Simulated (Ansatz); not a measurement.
Saddle point of ZnSiH$_{6}$O, singlet (ZnSiH₄O ([OH][Zn][SiH3]) + H₂ → ZnH₂O ([OH][ZnH]) + SiH₄; bonds formed: Zn1–H5, Si2–H4; bonds broken: Zn1–Si2, H4–H5), PBE0-D4/def2-TZVP structure:

```tsv
atom	x (Å)	y (Å)	z (Å)
Zn1	-1.1469	0.2613	-0.3769
Si2	1.2615	-0.1083	0.5591
O3	-2.0869	-0.6595	-1.5743
H4	-0.3005	1.0723	0.6858
H5	-1.3756	1.6401	0.5835
H6	1.2264	-1.4718	1.1575
H7	1.9038	0.8006	1.5510
H8	2.1235	-0.1252	-0.6561
H9	-1.6055	-1.4095	-1.9294
```

Energies are electronic, without zero-point energy. Barriers and step energies count from the start structure reached by relaxing down the imaginary mode; all methods use the PBE0-D4 structures, on which another method's saddle can fall below an end. Computed with Ansatz 0.2.0 (basis: def2-TZVPP, with def2-QZVPP for the basis limit); correlated methods freeze the cores. The 3s and 3p shells of Cu and Zn are frozen; filled d shells are correlated. B3LYP uses VWN-RPA correlation. Extrapolation: Hartree–Fock as exp(−7.88 √X), correlation as X^−2.97.

```tsv
method	barrier (kcal/mol)	step energy (kcal/mol)
SPW92	35.67	-0.47
PBE-D4	43.41	2.36
BLYP-D4	48.44	0.59
r2SCAN-D4	44.62	0.38
B97M-V	?	-2.19
PBE0-D4	46.27	0.99
B3LYP-D4	50.17	-0.48
r2SCAN0-D4	47.35	-0.34
BHLYP-D4	?	-2.34
CAM-B3LYP-D4	50.66	-2.04
wB97X-V	50.95	-1.00
wB97M-V	50.97	-1.05
B2PLYP	51.59	-0.35
PBE-QIDH	49.54	-0.21
RPA on PBE	49.79	-2.24
HF	?	-4.37
MP2	52.14	-0.60
CCSD	52.75	-2.02
CCSD(T)	50.81	-1.36
```

**Question.** Fill in the withheld barriers. (An estimate is asked for; the value comes from the calculation.)

**Answer.** By the calculation: HF 62.88; BHLYP-D4 53.78; B97M-V 44.84 kcal/mol. Each is the energy of the saddle less that of the start structure, by the same method.

For comparison, the barrier by CCSD(T) at an estimated basis limit (MP2 extrapolated from triple and quadruple zeta, plus CCSD(T) − MP2 in triple zeta) is 51.09 kcal/mol.

No T1 diagnostic of these runs exceeds 0.018.

Labels in which every atom is bracketed show which atoms are joined, not bond orders.

For scale, one of the runs: CCSD(T)/def2-TZVPP, 221 basis functions, launched by `ansatz run in.yaml --threads 4 --pin off --events-out ev --progress --plain --max-ram 9574MiB`. Hardware: 4 CPU threads of an Arm Neoverse V1, shared host. Wall time 86 s; peak host memory 3.3 GiB.
